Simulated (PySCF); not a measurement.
C₂H₄F, SMILES C[CH]F (connectivity only; charge and spin as stated), charge +1, multiplicity 1. Geometry optimised at PBE0-D3(BJ)/def2-TZVP. The spin state was assumed, not searched. The isomer is the one that the SMILES or the coordinates give; other isomers of the formula were not compared.

Level of theory: PBE0-D3(BJ)/def2-TZVP in PySCF.

Harmonic wavenumbers (cm⁻¹): 97, 496, 715, 910, 1131, 1197, 1283, 1379, 1382, 1404, 1604, 2966, 2988, 3140, 3193. Rotational constants (GHz): 54.54, 9.994, 8.886; symmetry number 1.

Q: Work out the zero-point energy and the ideal-gas rigid-rotor harmonic-oscillator thermochemistry at 298.15 K and 1 atm.

A: ZPE = ½ Σ hcν = ½ × 23885 cm⁻¹ = 34.15 kcal/mol. H − E(el) = 37.27 kcal/mol. Entropy in cal/(mol K): translation 37.47, rotation 21.72, vibration 4.79, total 63.98. G − E(el) = 18.20 kcal/mol. Cp = 13.45 cal/(mol K). Modes under 150 cm⁻¹ make the vibrational entropy uncertain.
